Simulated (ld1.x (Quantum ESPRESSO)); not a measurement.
# Transferability test, TM potential for holmium

ld1.x (Quantum ESPRESSO) 7.5 input, shortened:

```
&input
   title='Ho', zed=67., rel=2, dft='PBESOL', iswitch=3,
   config='[Xe] 4f10 5d1 6s2 6p0', rel_dist='average'
 /
 &inputp
   pseudotype=2, tm=.true., lloc=-1, rcloc=2.00,
   nlcc=.false.
 /
3
6S  1  0   2.00   0.00  2.95  2.95  0.0
6P  2  1   0.00   0.00  3.50  3.50  0.0
5D  3  2   1.00   0.00  2.50  2.50  0.0
 &test
   configts(1)='5d1 6s2 6p0'
 /
```

Open shells are filled in proportion to 2j + 1 (rel_dist='average').

Energies are relative to the spin-unpolarised reference configuration 5d1 6s2 6p0; without spin polarisation the order of configurations can differ from experiment. Not all tests gave a result: 1 of 7 tests not solved or not reliable. Left out of the table: 5d1 6s0 6p2 (solver errors, printed error -32.2 eV).

Task: Give the all-electron excitation energy and the error of the potential for: 5d1 6s1 6p0; 5d1 6s0 6p0; 5d1 6s1.5 6p0; 5d2 6s1 6p0; 5d1.5 6s1.5 6p0; 5d2 6s0 6p0.

Result:

```json
{"valence configuration": "5d1 6s1 6p0", "charge": "+1", "ΔE all-electron (eV)": "6.969", "error AE − PS (meV)": "-12"}
{"valence configuration": "5d1 6s0 6p0", "charge": "+2", "ΔE all-electron (eV)": "19.510", "error AE − PS (meV)": "+36"}
{"valence configuration": "5d1 6s1.5 6p0", "charge": "+0.5", "ΔE all-electron (eV)": "2.818", "error AE − PS (meV)": "-2.6"}
{"valence configuration": "5d2 6s1 6p0", "charge": "0", "ΔE all-electron (eV)": "2.284", "error AE − PS (meV)": "+29"}
{"valence configuration": "5d1.5 6s1.5 6p0", "charge": "0", "ΔE all-electron (eV)": "1.108", "error AE − PS (meV)": "+9.1"}
{"valence configuration": "5d2 6s0 6p0", "charge": "+1", "ΔE all-electron (eV)": "8.635", "error AE − PS (meV)": "+62"}
```

Levels in the configuration 5d2 6s1 6p0:

```json
{"level": "5d j=3/2", "all-electron (eV)": "-1.732", "pseudo (eV)": "-1.759"}
{"level": "5d j=5/2", "all-electron (eV)": "-1.477", "pseudo (eV)": "-1.498"}
{"level": "6s j=1/2", "all-electron (eV)": "-3.989", "pseudo (eV)": "-3.966"}
```

These tests converged, but a pseudo level misses the all-electron one widely, so the file describes the atom poorly there or has found another state: 5d1 6s0 6p0: empty 6p by 3.4 eV. ld1.x printed “convergence not achieved” for 4 of the counted tests; their residual had stalled under 1e-8, short of the target of 1e-14.

Note: ghost states, extra bound levels that the all-electron valence spectrum of the same l lacks: s at -56.1 eV, p3/2 at -14.0 eV, p1/2 at -10.7 eV. A true bound ghost makes a file unfit for plane-wave use.
